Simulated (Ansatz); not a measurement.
Consider the atomization: `B[SiH](F)BO` → 2 B• + F• + 5 H• + O• + Si•.

Calculated with Ansatz (gas phase, PBE0-D4/def2-TZVP geometries, no zero-point term in ΔE). CBS: MP2 limit from def2 TZ/QZ plus the TZ coupled-cluster correction, frozen cores. This one scheme is used for every species, atoms too. For atomizations the MP2-based limit and the directly extrapolated one differ by several kJ/mol either way, and by 10 to 25 for some Ge, Se and Sn compounds, so smaller differences from it don't rank the levels. Functionals use def2-TZVPP. B3LYP here is the variant with VWN-RPA as its local correlation; programs differ in this. HSE06 is defined as in plane-wave codes. Open shells (•) are unrestricted, without spin–orbit coupling. Spin–orbit coupling would lower the free atoms: a little for B, F, O, Si. One conformer a species, not always the lowest.

| level | ΔE (kJ/mol) | difference from CCSD(T)/CBS |
| --- | --- | --- |
| LDA (SPW92) | 4088.1 | 493.9 |
| BLYP-D4 | 3600.7 | 6.5 |
| r2SCAN-D4 | 3628.2 | 34.0 |
| B3LYP-D4 | 3607.4 | 13.2 |
| HSE06-D4 | 3593.0 | -1.2 |
| BHLYP-D4 | 3516.8 | -77.4 |
| CAM-B3LYP-D4 | 3630.3 | 36.1 |
| r2SCAN | 3623.9 | 29.7 |
| PBE0 | 3575.8 | -18.4 |
| B3LYP | 3579.3 | -14.9 |
| HF/def2-SVP | 2736.9 | -857.3 |
| CCSD/def2-SVP | 3355.8 | -238.4 |
| CCSD(T)/def2-SVP | 3384.6 | -209.6 |
| HF/def2-TZVPP | 2737.1 | -857.1 |
| SCS-MP2/def2-TZVPP | 3555.2 | -39.0 |
| CCSD/CBS(def2) | 3549.5 | -44.7 |
| CCSD(T)/CBS | 3594.2 | 0 |

Largest T1 diagnostic among the species: 0.015.

In def2-TZVPP, CCSD(T) changes the Hartree–Fock value by +766.5 kJ/mol (the triples alone add +44.7 kJ/mol) and MP2 by +839.5 kJ/mol; breaking electron pairs costs correlation energy, which Hartree–Fock lacks. At CCSD(T), def2-SVP lies −209.6 kJ/mol from the extrapolated value and def2-TZVPP −90.6 kJ/mol: correlation converges slowly with the basis, and small sets miss more of it in the bonded molecule than in its fragments.
